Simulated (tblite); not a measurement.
Species: C4H12O2Si3.
Structure used (GFN2-xTB), in Å, numbered top down from 1:
```
atom  x, y, z in Å
C1     0.425    1.229   -0.997
C2     0.537    0.125    0.000
C3     1.690   -0.183    0.610
C4     2.969    0.501    0.437
O5     3.225    1.422   -0.305
O6     3.913   -0.026    1.247
Si7   -1.047   -0.857    0.359
Si8   -1.805   -1.708   -1.672
Si9   -2.478    0.562    1.527
H10    1.078    2.060   -0.742
H11   -0.602    1.581   -1.085
H12    0.743    0.863   -1.973
H13    1.731   -0.999    1.317
H14    4.752    0.441    1.118
H15   -0.614   -1.963    1.241
H16   -3.013   -2.512   -1.470
H17   -2.166   -0.635   -2.603
H18   -0.838   -2.557   -2.373
H19   -1.924    1.094    2.773
H20   -3.716   -0.141    1.873
H21   -2.870    1.720    0.717
```

Method: GFN2-xTB as coded in tblite; computed harmonic values from a numerical Hessian at the method's own geometry, unscaled. Errors from tens to a few hundred cm⁻¹ against measured bands are possible. Modes of hydrogen on silicon can be 10 to 20 % off. One conformer, not necessarily the lowest. The optimisation stopped once no atom felt more than 0.01 eV/Å.

Lowest wavenumbers of the output (negative numbers stand for imaginary wavenumbers):
```
mode    cm-1
  1     -45.9
  2      11.4
  3      30.3
  4      36.6
  5      51.9
  6      78.4
  7      83.6
  8      95.4
```

Problem. Is this structure a minimum?

Solution. Not by this Hessian. 1 mode is imaginary beyond 20i (46i cm⁻¹), so at this level the point lies at or near a first-order saddle. The curvature is small, so loose convergence or finite differences may be the whole cause.

Problem. Which atoms move in the imaginary mode?

Solution. 46i: H12 (methyl hydrogen) 35 %, H10 (methyl hydrogen) 26 %, H11 (methyl hydrogen) 17 %. These are shares of the mass-weighted motion.

Problem. What is the remedy?

Solution. Step along that mode in both directions, optimise again with tighter thresholds and repeat the frequencies. The zero-point energy of this point (87.0 kcal/mol) counts the 56 real modes alone, and thermal corrections from it aren't those of a minimum.
